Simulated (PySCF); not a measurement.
SMILES COCC(C)C (C5H12O) (GFN2-xTB optimised geometry):

```
18

C      2.280     0.524    -1.292
O      0.883     0.465    -1.213
C      0.420    -0.085     0.000
C     -1.109    -0.085     0.000
C     -1.640    -0.863     1.200
C     -1.637     1.347     0.000
H      2.701     1.149    -0.493
H      2.727    -0.477    -1.221
H      2.522     0.960    -2.259
H      0.799     0.505     0.851
H      0.799    -1.115     0.110
H     -1.433    -0.577    -0.923
H     -2.727    -0.866     1.194
H     -1.293    -1.894     1.180
H     -1.303    -0.405     2.128
H     -1.361     1.852     0.924
H     -2.720     1.353    -0.088
H     -1.213     1.894    -0.837
```

Level of theory: CAM-B3LYP/def2-SVP run with PySCF.

Q: What are the frontier orbital energies and the dipole moment?

A: HOMO-2 -10.58 eV, HOMO-1 -10.10 eV, HOMO -8.65 eV, LUMO 2.70 eV, LUMO+1 3.17 eV; dipole moment 1.11 D.

Meta-Löwdin charges at CAM-B3LYP/def2-SVP: C1 -0.07, O2 -0.40, C3 0.05, C4 -0.03, C5 -0.29, C6 -0.29, H7 0.08, H8 0.08, H9 0.11, H10 0.07, H11 0.07, H12 0.09, H13 0.10, H14 0.09, H15 0.09, H16 0.08, H17 0.09, H18 0.10.
